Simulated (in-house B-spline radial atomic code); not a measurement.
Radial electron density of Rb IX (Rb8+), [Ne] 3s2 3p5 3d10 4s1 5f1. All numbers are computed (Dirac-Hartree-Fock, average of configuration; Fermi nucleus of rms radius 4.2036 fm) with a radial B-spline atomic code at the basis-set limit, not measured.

Columns: r (bohr), 4πr²n(r) (electrons per bohr), bar.

```
 0.00156    1.208 #
 0.00193    1.771 #
 0.00238    2.564 ##
 0.00295    3.718 ###
 0.00364    5.295 ####
  0.0045    7.476 ######
 0.00556    10.39 ########
 0.00688     14.2 ###########
  0.0085    18.94 ###############
  0.0105    24.56 ####################
   0.013    30.84 #########################
  0.0161    37.14 ##############################
  0.0198    42.33 ##################################
  0.0245    45.69 #####################################
  0.0303    46.17 #####################################
  0.0375    43.82 ###################################
  0.0463    40.14 ################################
  0.0573    37.84 ##############################
  0.0708    39.66 ################################
  0.0875    45.86 #####################################
   0.108    52.86 ##########################################
   0.134    54.93 ############################################
   0.165    48.95 #######################################
   0.204    38.52 ###############################
   0.253    31.93 ##########################
   0.312    33.37 ###########################
   0.386    37.35 ##############################
   0.477    35.28 ############################
   0.589    25.58 ####################
   0.729    13.92 ###########
   0.901    6.162 #####
    1.11    2.773 ##
    1.38     1.33 #
     1.7   0.5067 
     2.1   0.1021 
     2.6   0.1863 
    3.21   0.4054 
    3.97   0.3424 
    4.91   0.1219 
    6.07  0.01724 
     7.5 0.0008375 
    9.27 1.118e-05 
    11.5 2.797e-08
```

On this grid the curve has 4 maxima, near 0.0303, 0.134, 0.386, 3.21 bohr.

The 4s1/2 radial function P(r) = rR(r), positive near the nucleus, with its small component Q(r) (sign convention: Q ≈ (P' + κP/r)/2c):

```tsv
r (bohr)	P	Q
0.000541	0.01565	-0.002145
0.000826	0.02327	-0.003215
0.00126	0.03437	-0.00478
0.00193	0.05051	-0.007078
0.00295	0.07304	-0.01035
0.0045	0.1032	-0.01488
0.00688	0.1411	-0.02092
0.0105	0.1822	-0.02831
0.0161	0.214	-0.03625
0.0245	0.2093	-0.04213
0.0375	0.128	-0.04184
0.0573	-0.05642	-0.0304
0.0875	-0.2872	-0.007302
0.134	-0.3533	0.01686
0.204	-0.0236	0.02242
0.312	0.4976	0.004214
0.477	0.4272	-0.01342
0.729	-0.4624	-0.009483
1.11	-1.075	0.003026
1.7	-0.6396	0.004952
2.6	-0.1059	0.001047
3.97	-0.003097	3.412e-05
```
